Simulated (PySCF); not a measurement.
**How methods differ on the ionisation energy of Rb³¹⁺**

Rb³¹⁺ [He] 2s2 2p2 (3P) → Rb³²⁺ [He] 2s2 2p1 (2P), as a difference of total energies. Calculation: PySCF 2.14, in an uncontracted even-tempered set (19 s from 9.9 bohr⁻², ratio 2.2; 12 p from 13 bohr⁻², ratio 2.2; 6 d from 52 bohr⁻², ratio 2.4; 5 f from 78 bohr⁻², ratio 2.4; 4 g from 120 bohr⁻², ratio 2.4); scalar relativity by spin-free X2C-1e. Correlated levels: nothing frozen; virtual orbitals above 40 to 60 times the deepest correlated orbital energy dropped. The calculations carry no spin-orbit coupling.

```tsv
method	ionisation energy (eV)
UHF	3792.2
MP2 (all electrons)	3791.9
SCS-MP2 (all electrons)	3791.4
CCSD (all electrons)	3790.9
CCSD(T) (all electrons)	3790.9
```

Spin-orbit coupling is strong in these open shells (close to jj coupling). The scalar numbers leave it out and a first-order estimate fails, so it can dominate the gap to the real levels.

For this ion Breit and QED terms and the two-electron picture change, all absent here, outweigh the differences among the correlated methods.

For comparison: 3815 ± 4 eV (semi-empirical (NIST evaluation); NIST Atomic Spectra Database, ionization energies).
